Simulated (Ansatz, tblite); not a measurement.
Cost and result up the ladder for Cu₃H₃ (the lowest singlet isomer of a short search) (6 atoms). The state is a singlet with charge 0. Geometry: PBE-D4/def2-SVP.

| atom | x (Å) | y (Å) | z (Å) |
| --- | --- | --- | --- |
| Cu1 | -0.4594 | -0.4009 | -1.1941 |
| Cu2 | -0.2587 | -0.7272 | 1.0964 |
| Cu3 | 0.7181 | 1.1280 | 0.0978 |
| H4 | -1.0128 | -1.5906 | -0.1379 |
| H5 | 0.6479 | 0.5652 | 1.6840 |
| H6 | 0.3649 | 1.0254 | -1.5461 |

Ansatz on 4 threads of Intel Xeon 6975P-C on a shared host; xTB runs through tblite on one thread. Times are rough, summed over both states, and most runs start from the orbitals of an earlier one. PBE-QIDH/def2-TZVP serves as the yardstick here, not as an exact answer. The other state is a quintet at its own geometry, which has other bonds, so the gap mixes isomer and spin.

The xTB rows come from tblite. HSE06 is defined as in plane-wave codes, on full-range PBE exchange. Correlated methods freeze 27 core orbitals. In CCSD on the charge 0 quintet the largest single amplitude is 0.32, so its Hartree–Fock determinant may place the open shell otherwise than the density functionals do. The structure comes from a short search, and lower isomers may exist.

Run but left out: GFN2-xTB (tight binding far off the other levels); HF/STO-3G (quintet: ⟨S²⟩ 8.19, where a pure state has 6.00); HF/def2-TZVP, MP2/def2-TZVP (quintet: a determinant that CCSD turns far, T1 0.076).

Second-order perturbation terms are unreliable where d shells bring near-degenerate states, and here PBE-QIDH/def2-TZVP lies more than 0.4 eV from the median of the functionals without such a term.

Correlated methods converge slowly with the basis.

xTB has no spin-polarisation term.

| level | functions | wall time | quintet − singlet (eV) | difference from PBE-QIDH/def2-TZVP (eV) | remarks |
| --- | --- | --- | --- | --- | --- |
| GFN1-xTB | 33 | 0.01 s | 7.33 | 0.21 | – |
| PBE-D4/def2-TZVP | 153 | 2.5 s | 5.07 | -2.05 | – |
| HSE06-D4/def2-TZVP | 153 | 5.1 s | 5.70 | -1.41 | – |
| PBE0-D4/def2-TZVP | 153 | 5.2 s | 5.72 | -1.39 | – |
| r2SCAN-D4/def2-TZVP (with forces) | 153 | 6 s | 4.99 | -2.12 | – |
| RPA@PBE/def2-TZVP | 153 | 6.4 s | 5.24 | -1.88 | – |
| r2SCANh-D4/def2-TZVP | 153 | 7 s | 5.26 | -1.85 | – |
| r2SCAN0-D4/def2-TZVP | 153 | 8.9 s | 5.57 | -1.55 | – |
| B97M-V/def2-TZVP | 153 | 9 s | 5.45 | -1.66 | – |
| PBE-QIDH/def2-TZVP | 153 | 9.4 s | 7.11 | 0.00 | test for broken spin undecided (singlet) |
| CCSD(T)/def2-TZVP | 153 | 51 s | 6.30 | -0.81 | large T1 (0.076) (quintet) |
